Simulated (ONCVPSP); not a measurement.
# Al: one change to an ONCV potential, before and after

```json
{
 "Element": "Al",
 "Generator": "ONCVPSP 4.0.1",
 "Type": "optimised norm-conserving Vanderbilt (ONCV)",
 "Functional": "LDA (Perdew-Zunger)",
 "Relativity": "scalar-relativistic",
 "Frozen core": "[Ne]",
 "Valence charge": "3",
 "Reference configuration": "3s2 3p1",
 "Partial waves": "3s: rc 2.25 bohr, ncon 4, nbas 8, qcut 2.9 1/bohr, 2 projectors, debl 3.2 Ha; 3p: rc 2.50 bohr, ncon 4, nbas 8, qcut 4 1/bohr, 2 projectors, debl 4 Ha",
 "Local potential": "polynomial inside 1.75 bohr (lpopt 4, dvloc0 2 Ha)",
 "Core correction": "Teter function, fcfact 6, rcfact 1.7"
}
```

Change: core correction Teter function, fcfact 6, rcfact 1.12.

Cutoffs: the cutoffs (Ha) at which the residual kinetic energy of the hardest occupied pseudo-wave falls to 1 and 0.1 mHa per electron; they do not see the model core or the augmentation charge, which bear on the density cutoff. Errors are all-electron minus pseudo energies relative to the spin-unpolarised reference configuration.

Q: How do hardness, ghosts and transferability respond?

A: The potential gets neither clearly harder nor softer (5.3 Ha and 29 Ha → 5.3 Ha and 29 Ha); of the 4 tests that both files solve, the error grows in 0 and shrinks in 4 by more than 15 % and 0.3 meV (median size 22.7 → 2.2 meV); neither file shows a bound ghost. A model core, the more so a compact one, raises the density cutoff, which this test does not measure.

```csv
quantity,base,changed
"cutoff, loose",5.3 Ha,5.3 Ha
"cutoff, tight",29 Ha,29 Ha
bound ghosts,none,none
GHOST(+) flags under 300 eV,none,none
"error for 3s2 3p0, meV [ΔE 5.85 eV]",-11,+2.9
"error for 3s1 3p0, meV [ΔE 25.22 eV]",-161,+34
"error for 3s2 3p0.5, meV [ΔE 2.13 eV]",-1.6,+0.3
"error for 3s1 3p1, meV [ΔE 11.67 eV]",-35,+1.4
s: phases at 2.28 bohr within 0.05 rad from the reference energy up to (Ha; the scan ends near 5),4.9,4.9
p: phases at 2.54 bohr within 0.05 rad from the reference energy up to (Ha; the scan ends near 5),1.8,1.8
"rms error of d²Exc/dni dnj with the model core, mHa",3.81,1.41
```

Base: The cutoffs count occupied waves only; projector 2 of the s channel, the hardest unoccupied one, needs 41 Ha at the loose tolerance. Changed file: The cutoffs count occupied waves only; projector 2 of the s channel, the hardest unoccupied one, needs 41 Ha at the loose tolerance.
